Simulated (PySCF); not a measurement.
Au₂, SMILES [Au][Au], multiplicity 1.

Geometry optimised at PBE-D3(BJ)/def2-TZVPD. The spin state was assumed, not searched. The def2 effective core potentials stand for the cores of Au; spin–orbit coupling is left out.

Calculation: B3LYP/def2-TZVPD (PySCF).

Gas-phase values at a fixed geometry.

Question: Estimate the frontier levels, gap, dipole moment and polarisability. (Estimate from the structure and the level; the computed values follow.)

Answer: 
```
Item                                                                                                            Result
---------------------------------------------------------------------------------------------  -----------------------
highest occupied level                                                                                        -7.05 eV
lowest empty level                                                                                            -3.70 eV
orbital gap                                                                                                    3.34 eV
dipole moment                                                                                                   0.00 D
quadrupole, principal values (traceless, Buckingham form, about the centre of nuclear charge)   -4.14, -4.14, 8.29 D·Å
mean static polarisability                                                                       72.9 bohr³ (10.80 Å³)
polarisability, principal values                                                               55.0, 55.0, 108.7 bohr³
```
